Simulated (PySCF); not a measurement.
ReF4, SMILES [F][Re]([F])([F])[F] (connectivity only; charge and spin as stated), neutral, multiplicity 4. Atoms are numbered in the order given.

```xyz
5

Re     0.0000     0.0000     0.0000
F      1.8656     0.0000     0.0000
F     -1.8656     0.0000     0.0000
F      0.0000     1.8656     0.0000
F      0.0000    -1.8656     0.0000
```
Charge 0, spin multiplicity 4.

Geometry: r2SCAN-D4/def2-SVP. The multiplicity is an assumed one; other spin states were not compared. The def2 effective core potentials stand for the cores of Re; spin–orbit coupling is left out.

The numbers are results of r2SCAN-D4/def2-SVP (PySCF 2.14.0), not measurements.

Frequencies are harmonic and unscaled.

Modes within 1.5 cm⁻¹ of each other (mostly degenerate sets) share a row, with their intensities summed.

| mode | ν (cm⁻¹) | IR (km/mol) | moving atoms (share of kinetic energy) |
|---|---|---|---|
| 1 | 127 | 0.0 | F 100 % |
| 2–3 | 183 | 36.0 | F 88 %, Re 12 % |
| 4 | 203 | 19.2 | F 71 %, Re 29 % |
| 5 | 301 | 0.0 | F 100 % |
| 6 | 676 | 0.0 | F 100 % |
| 7–8 | 708 | 427.5 | F 83 %, Re 17 % |
| 9 | 724 | 0.0 | F 100 % |
